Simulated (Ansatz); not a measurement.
Si₅H₂. Charge 0, multiplicity 1. Geometry B3LYP-D4/def2-SVP; atoms count from 1.

```xyz
7

Si    0.261    1.075    0.675
Si    0.232   -0.813   -0.902
Si    0.416   -2.880    0.064
Si   -0.904    1.469   -1.335
Si    0.395   -1.072    1.484
H    -2.006    0.510   -0.862
H     1.606    1.710    0.877
```

The restricted singlet is unstable towards broken spin symmetry in Hartree–Fock (as tested in another run); at PBE0-D4/def2-TZVP this wasn't settled. Another isomer (singlet) lies 1.49 eV lower at PBE0-D4/def2-TZVP; other spin states weren't run for this one.

Estimate the Mulliken populations from the PBE0/def2-TZVP orbitals of Ansatz.


| atom | charge (e) |
| --- | --- |
| Si1 | 0.02 |
| Si2 | 0.05 |
| Si3 | -0.01 |
| Si4 | -0.11 |
| Si5 | 0.01 |
| H6 | 0.03 |
| H7 | 0.01 |
Mulliken values depend strongly on the basis.

And the Mayer bond orders between heavy atoms (over 0.3)?

Si1–Si2 0.62 (2.46 Å); Si1–Si4 1.03 (2.36 Å); Si1–Si5 1.00 (2.30 Å); Si2–Si3 1.20 (2.29 Å); Si2–Si4 0.66 (2.59 Å); Si2–Si5 0.99 (2.41 Å); Si3–Si5 1.22 (2.30 Å).
